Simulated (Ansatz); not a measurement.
A nudged elastic band was laid between two geometries of BF2H + FH (6 atoms, charge 0, multiplicity 1).

Level of theory: RKS PBE0-D4/def2-SVP in Ansatz 0.2.0.

| Quantity | Value |
| --- | --- |
| movable images | 5 |
| climbing image | yes |
| spring | 5.0 eV/Å² |
| optimiser | quadratic models (default) |
| start path | through a guess of the saddle point |
| force threshold | 0.05 eV/Å |
| iteration limit | 60 |
| end points | relaxed |

Image 0:

```xyz
6
Properties=species:S:1:pos:R:3
B -0.010 0.283 -0.011
H -0.025 0.699 1.120
F 1.128 0.166 -0.663
F -1.132 0.134 -0.685
F 0.016 -1.868 0.777
H 0.129 -1.816 1.693
```

Image 6:

```xyz
6
Properties=species:S:1:pos:R:3
B 0.004 -0.505 -0.530
H 0.035 0.191 2.180
F 1.130 0.146 -0.696
F -1.139 0.124 -0.650
F 0.022 -1.789 -0.268
H 0.054 -0.569 2.195
```

(1) What changes between the two ends?

(2) Give the energies along the band, and the barrier.

(3) What is the geometry of the highest image?

(4) What are the harmonic wavenumbers there?

The band took 17 iterations and about 2.5 core-minutes.

Results:

(1) Bonds broken: B1–H2, F5–H6. Bonds formed: B1–F5, H2–H6. BF2H + FH becomes BF3 + H2.

(2) The forces met the threshold. The highest image is number 2 of 0 to 6, 0.68 eV above the first end and 1.91 eV above the last; the last end lies 1.23 eV below the first. A vibrational analysis at the climbing image gives one clearly imaginary mode, 1168i cm⁻¹: a first-order saddle point. The orbitals stay closed-shell, which can raise the energy where a bond breaks towards radicals; this wasn't checked here.

| image | path coordinate (Å) | energy (eV) | B1–H2 (Å) | F5–H6 (Å) | B1–F5 (Å) |
| --- | --- | --- | --- | --- | --- |
| 0 | 0.00 | 0.00 | 1.21 | 0.92 | 2.29 |
| 1 | 0.65 | 0.09 | 1.22 | 0.93 | 2.08 |
| 2 | 1.30 | 0.68 | 1.34 | 1.14 | 1.60 |
| 3 | 1.75 | -0.35 | 1.60 | 1.58 | 1.39 |
| 4 | 2.19 | -1.05 | 2.00 | 2.03 | 1.32 |
| 5 | 2.64 | -1.21 | 2.39 | 2.46 | 1.31 |
| 6 | 3.09 | -1.23 | 2.80 | 2.75 | 1.31 |

(3) 
```xyz
6
Properties=species:S:1:pos:R:3
B 0.011 -0.180 0.058
H 0.014 0.193 1.347
F 1.150 0.113 -0.549
F -1.147 0.070 -0.531
F 0.044 -1.705 0.555
H 0.035 -0.893 1.351
```

(4) 1168i, 335, 406, 558, 738, 983, 1110, 1179, 1415, 1476, 2006, 2260 cm⁻¹.

The run took 2.5 min on 1 thread of Arm Neoverse V1, on a shared host, peak memory 0.12 GiB.
